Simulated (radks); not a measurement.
The numbers below are computed, except where a source is named.
Valence configurations of the gallium ion Ga2+ (all share [Ar]). Code: a radial shooting solver on a logarithmic mesh with Libxc functionals. Model: Dirac Kohn-Sham, LDA (Slater exchange, Perdew-Wang correlation), spin-unpolarised, spherical densities, finite nucleus; open shells fill j = l - 1/2 first; Fermi nuclear charge, rms radius 3.9973 fm. Energies are relative to 3d10 4s1; eigenvalues in eV.

valence          E (eV)  e(3d3/2)  e(3d5/2)  e(4p1/2)  e(4s1/2)
3d10 4s1          0.000   -40.018   -39.550         -   -26.470
3d9 4s1 4p1      24.799   -49.680   -49.179   -20.755   -29.733
3d8 4s2 4p1      47.478   -58.599   -58.064   -22.428   -32.022
3d10 4p1          8.310   -41.562   -41.093   -19.054         -
3d9 4s2          15.878   -48.195   -47.694         -   -28.866
3d8 4s1 4p2      57.128   -59.973   -59.437   -23.080   -32.786
3d9.5 4s1 4p0.5  11.514   -44.765   -44.280   -19.523   -28.136
3d9.5 4s0.5 4p1  15.834   -45.516   -45.031   -19.910   -28.579
3d9.5 4s1.5       7.220   -44.000   -43.517         -   -27.676
3d7 4s2 4p2      87.383   -69.560   -68.988   -24.708   -35.010

NIST lists [Ar] 3d10 4s1 as the ground configuration; this level of theory agrees among the configurations tried. The energies are those of spherical spin-averaged densities, not of single terms.
